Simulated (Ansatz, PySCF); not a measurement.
Process, species as SMILES: N[SiH2]N[SiH3] → N[SiH2][N-][SiH3] + H+
Structures are relaxed separately at B3LYP-D3(BJ)/def2-TZVP in Ansatz (a program for electronic structure), one conformer each, not searched for the lowest. Frequencies are from Ansatz or PySCF.
Geometry of the first species:
```
N
H 1 1.0124
Si 1 1.7254 2 114.62
N 3 1.7156 1 110.03 2 -51.02
H 4 1.0070 3 120.75 1 145.34
H 4 1.0075 5 111.95 3 -155.47
Si 1 1.7293 2 115.45 3 175.96
H 7 1.4791 1 108.40 2 160.13
H 7 1.4836 8 110.01 1 119.63
H 3 1.4836 4 103.92 5 22.74
H 3 1.4838 10 108.95 4 124.54
H 7 1.4856 8 108.21 9 116.86
```
Charge 0, spin multiplicity 1.

Wanted: gas-phase deprotonation energy (enthalpy at 298 K, with B3LYP-D3(BJ) rigid-rotor harmonic-oscillator terms), in kJ/mol. Correlated levels leave the core frozen unless marked. Spin-orbit coupling is left out. Non-relativistic. Anions need diffuse functions: aug- sets have them; def2-D sets add few. CBS marks a two-point X^-3 extrapolation of the correlation energy; Hartree-Fock from the larger set.

| level | program | gas-phase deprotonation energy (kJ/mol) |
|---|---|---|
| LC-wPBE-D3(BJ)/def2-TZVPD | Ansatz + dftd3 | ? |
| CCSD(T)/CBS(aug-cc-pV(T+d)Z,aug-cc-pV(Q+d)Z) | Ansatz | ? |

**Question.** Some entries are withheld; supply them.

**Answer.** 
- LC-wPBE-D3(BJ)/def2-TZVPD, gas-phase deprotonation energy (kJ/mol): 1505.9
- CCSD(T)/CBS(aug-cc-pV(T+d)Z,aug-cc-pV(Q+d)Z), gas-phase deprotonation energy (kJ/mol): 1488.8
